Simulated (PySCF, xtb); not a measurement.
Sn(Me)2(Cl) (C₂H₆ClSn), SMILES [CH3][Sn+]([Cl])[CH3], charge +1.

GFN2-xTB (xtb) at its own geometry gives an orbital gap of 2.74 eV.

Coordinates come from a B3LYP-D3(BJ)/def2-SVP optimisation. The multiplicity is an assumed one; no other spin state was optimised. The isomer is the one that the SMILES or the coordinates give; other isomers of the formula were not compared. The def2 effective core potentials stand for the cores of Sn; spin–orbit coupling is left out.

**Question.** What does PBE/def2-TZVP (PySCF) give? (An estimate is asked for; the answer gives what the named calculation found.)

**Answer.** gap 3.64 eV (levels -12.21 and -8.58 eV).
